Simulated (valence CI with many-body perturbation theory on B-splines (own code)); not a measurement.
## E1 line list for Tb XXXIV

Computed by configuration interaction combined with many-body perturbation theory (CI+MBPT): four valence electrons over a frozen Dirac-Fock core [Ar] 3d10, a basis of 11 s, 11 p, 10 d, 8 f, 5 g, 2 h functions for each j, with the one-electron correlation potential Σ1 (screened to all orders), the two-electron term Σ2, the three-electron term Σ3, Breit, model QED; selected single and double excitations, second order for the rest, scaled by the run's own slope (own B-spline code, finite nucleus).

The last digits are not significant, and no measured levels were compared; by estimate large intervals hold to a few tenths of a per cent, small ones and those within an open d or f shell to about a per cent. Among the levels kept, up to 400 cm⁻¹ of a level comes from second order outside the variational space, and about a tenth of that is noise between levels of different J, which matters for small intervals.

Lines 151 to 200 of 564 in falling wavelength, among levels below 448.97 eV, chosen from the strongest by gf and those to the six lowest levels. Wavelengths and rates use the calculated energies. Electric multipoles are in the length gauge, E1 and E2 with the static RPA response of the core. Weak lines are less certain than strong ones. Lines between different terms over intervals too small for the method are left out, as are lines whose strength nearly cancels. Where a level lies close to another of its J and parity, the split of strength between their lines is uncertain. The highest levels of a list are the least certain.

Levels are named by their leading jj configuration (3d3/2^4 stands for four electrons in 3d with j = 3/2), which in mixed levels can hold well under half, so a name can repeat and another be missing. Letters in brackets count levels of one name in rising energy.

```
λ vac (Å)                           Upper                           Lower   A (s⁻¹)  S (a.u.) with core polarisation  S without
    93.08  (4s 4p1/2 4p3/2 4d5/2) J=2 [d]          (4s^2 4p1/2 4d5/2) J=3  2.21e+11                         4.41e-01   4.71e-01
    92.97      (4s 4p3/2^2 4d5/2) J=3 [b]          (4s^2 4p3/2 4d5/2) J=4  7.82e+10                         2.17e-01   2.32e-01
    92.89  (4s 4p1/2 4p3/2 4d5/2) J=2 [e]          (4s^2 4p1/2 4d5/2) J=2  1.14e+11                         2.25e-01   2.40e-01
    92.86  (4s 4p1/2 4d3/2 4d5/2) J=3 [b]  (4s 4p1/2 4p3/2 4d5/2) J=4 [a]  3.70e+10                         1.02e-01   1.09e-01
    92.68   (4p1/2 4p3/2^2 4d5/2) J=3 [a]      (4s 4p1/2 4p3/2 4d3/2) J=4  4.36e+10                         1.20e-01   1.28e-01
    92.63  (4s 4p1/2 4p3/2 4d3/2) J=1 [c]          (4s^2 4p1/2 4d3/2) J=2  2.36e+11                         2.78e-01   2.97e-01
    92.61       (4p1/2^2 4p3/2 4d3/2) J=1          (4s 4p1/2^2 4d3/2) J=2  4.87e+10                         5.73e-02   6.12e-02
    92.55      (4s 4p1/2 4d3/2 4d5/2) J=5      (4s 4p1/2 4p3/2 4d3/2) J=4  2.48e+10                         1.07e-01   1.14e-01
    92.50   (4p1/2 4p3/2^2 4d3/2) J=2 [d]  (4s 4p1/2 4p3/2 4d3/2) J=3 [b]  2.64e+10                         5.15e-02   5.49e-02
    92.44  (4s 4p1/2 4p3/2 4f7/2) J=5 [c]  (4s 4p1/2 4p3/2 4d5/2) J=4 [b]  2.79e+10                         1.20e-01   1.27e-01
    92.41      (4s^2 4d3/2 4d5/2) J=2 [a]          (4s^2 4p3/2 4d3/2) J=3  5.41e+10                         1.05e-01   1.12e-01
    92.39   (4p1/2 4p3/2^2 4d5/2) J=4 [a]  (4s 4p1/2 4p3/2 4d5/2) J=4 [a]  1.68e+10                         5.90e-02   6.34e-02
    92.31  (4s 4p1/2 4p3/2 4f5/2) J=4 [b]  (4s 4p1/2 4p3/2 4d5/2) J=3 [b]  2.20e+10                         7.67e-02   8.18e-02
    92.15             (4p1/2 4p3/2^3) J=1      (4s 4p1/2 4p3/2^2) J=2 [a]  7.90e+10                         9.16e-02   9.77e-02
    92.13   (4p1/2 4p3/2^2 4d5/2) J=3 [c]  (4s 4p1/2 4p3/2 4d5/2) J=4 [b]  4.12e+10                         1.11e-01   1.19e-01
    92.12       (4p1/2 4p3/2^2 4d5/2) J=5      (4s 4p1/2 4p3/2 4d5/2) J=5  1.14e+11                         4.82e-01   5.13e-01
    91.86  (4s 4p1/2 4d3/2 4d5/2) J=3 [c]  (4s 4p1/2 4p3/2 4d3/2) J=3 [c]  6.04e+10                         1.62e-01   1.72e-01
    91.71      (4s 4p3/2^2 4d5/2) J=3 [b]          (4s^2 4p3/2 4d3/2) J=2  3.28e+10                         8.73e-02   9.30e-02
    91.70       (4p1/2^2 4p3/2 4d5/2) J=2           (4p1/2^2 4p3/2^2) J=2  1.43e+11                         2.72e-01   2.90e-01
    91.68       (4p1/2^2 4p3/2 4d3/2) J=1          (4s 4p1/2^2 4d3/2) J=1  8.25e+10                         9.41e-02   1.01e-01
    91.62  (4s 4p1/2 4p3/2 4d5/2) J=2 [a]      (4s 4p1/2 4p3/2^2) J=2 [a]  5.89e+10                         1.12e-01   1.19e-01
    91.54   (4p1/2 4p3/2^2 4d5/2) J=4 [b]  (4s 4p1/2 4p3/2 4d5/2) J=4 [a]  4.87e+10                         1.66e-01   1.77e-01
    91.54  (4s 4p1/2 4d3/2 4d5/2) J=3 [d]  (4s 4p1/2 4p3/2 4d3/2) J=2 [c]  4.72e+10                         1.25e-01   1.33e-01
    91.51   (4p1/2 4p3/2^2 4d3/2) J=1 [b]  (4s 4p1/2 4p3/2 4d3/2) J=1 [c]  6.71e+10                         7.62e-02   8.12e-02
    91.45  (4s 4p1/2 4p3/2 4d5/2) J=3 [d]      (4s 4p1/2 4p3/2^2) J=2 [b]  9.07e+10                         2.40e-01   2.55e-01
    91.44  (4s 4p1/2 4p3/2 4d3/2) J=3 [b]      (4s 4p1/2 4p3/2^2) J=2 [a]  4.12e+10                         1.09e-01   1.16e-01
    91.44  (4s 4p1/2 4p3/2 4d5/2) J=2 [b]          (4s 4p1/2 4p3/2^2) J=3  1.22e+11                         2.31e-01   2.47e-01
    91.40      (4s 4p1/2 4d5/2^2) J=4 [a]      (4s 4p1/2 4p3/2 4d5/2) J=5  3.55e+10                         1.20e-01   1.28e-01
    91.33  (4s 4p1/2 4d3/2 4d5/2) J=4 [a]  (4s 4p1/2 4p3/2 4d3/2) J=3 [a]  3.95e+10                         1.34e-01   1.42e-01
    91.26      (4s 4p1/2 4p3/2^2) J=1 [b]          (4s^2 4p1/2 4p3/2) J=1  6.66e+08                         7.49e-04   7.89e-04
    91.24  (4s 4p1/2 4p3/2 4d5/2) J=3 [a]          (4s 4p1/2 4p3/2^2) J=3  8.50e+10                         2.23e-01   2.37e-01
    91.24  (4s 4p1/2 4d3/2 4d5/2) J=2 [e]  (4s 4p1/2 4p3/2 4d3/2) J=2 [d]  4.98e+10                         9.34e-02   9.93e-02
    91.22      (4s 4p1/2 4d5/2^2) J=2 [a]  (4s 4p1/2 4p3/2 4d3/2) J=3 [c]  3.35e+10                         6.27e-02   6.69e-02
    91.20  (4s 4p1/2 4p3/2 4d3/2) J=0 [b]      (4s 4p1/2 4p3/2^2) J=1 [a]  1.54e+11                         5.77e-02   6.15e-02
    91.12  (4s 4p1/2 4d3/2 4d5/2) J=1 [c]  (4s 4p1/2 4p3/2 4d3/2) J=0 [b]  5.27e+10                         5.90e-02   6.29e-02
    91.08  (4s 4p1/2 4p3/2 4f5/2) J=1 [a]  (4s 4p1/2 4p3/2 4d3/2) J=1 [c]  4.82e+10                         5.39e-02   5.74e-02
    91.07      (4s 4p1/2 4p3/2^2) J=2 [b]          (4s^2 4p1/2 4p3/2) J=1  5.27e+10                         9.83e-02   1.05e-01
    91.06      (4s 4p3/2^2 4d5/2) J=2 [c]          (4s^2 4p3/2 4d5/2) J=2  3.65e+10                         6.80e-02   7.26e-02
    90.85   (4p1/2 4p3/2^2 4d5/2) J=1 [c]  (4s 4p1/2 4p3/2 4d5/2) J=2 [b]  1.44e+11                         1.60e-01   1.71e-01
    90.74       (4p1/2^2 4p3/2 4d5/2) J=1           (4p1/2^2 4p3/2^2) J=0  1.23e+11                         1.36e-01   1.45e-01
    90.72      (4s 4p3/2^2 4d3/2) J=3 [b]                (4s 4p3/2^3) J=2  2.37e+10                         6.12e-02   6.53e-02
    90.71   (4p1/2 4p3/2^2 4d5/2) J=4 [a]      (4s 4p1/2 4p3/2 4d3/2) J=4  1.71e+10                         5.66e-02   6.05e-02
    90.66       (4p1/2^2 4p3/2 4d5/2) J=3           (4p1/2^2 4p3/2^2) J=2  5.13e+10                         1.32e-01   1.40e-01
    90.47  (4s 4p1/2 4p3/2 4d5/2) J=1 [c]          (4s^2 4p1/2 4d3/2) J=1  2.45e+11                         2.68e-01   2.86e-01
    90.46      (4s 4p3/2^2 4d5/2) J=1 [b]          (4s^2 4p3/2 4d5/2) J=2  1.11e+11                         1.21e-01   1.30e-01
    90.36          (4s 4p1/2^2 4d5/2) J=3          (4s 4p1/2^2 4p3/2) J=2  1.06e+11                         2.71e-01   2.88e-01
    90.29          (4s^2 4p3/2 4f5/2) J=4          (4s^2 4p3/2 4d5/2) J=3  6.62e+10                         2.16e-01   2.30e-01
    90.25          (4s 4p1/2^2 4d5/2) J=2          (4s 4p1/2^2 4p3/2) J=1  2.10e+11                         3.81e-01   4.05e-01
    90.23  (4s 4p1/2 4p3/2 4f5/2) J=3 [c]  (4s 4p1/2 4p3/2 4d5/2) J=3 [b]  6.67e+10                         1.69e-01   1.80e-01
    90.23      (4s 4p3/2^2 4d5/2) J=3 [c]          (4s^2 4p3/2 4d5/2) J=4  1.42e+11                         3.60e-01   3.85e-01
```
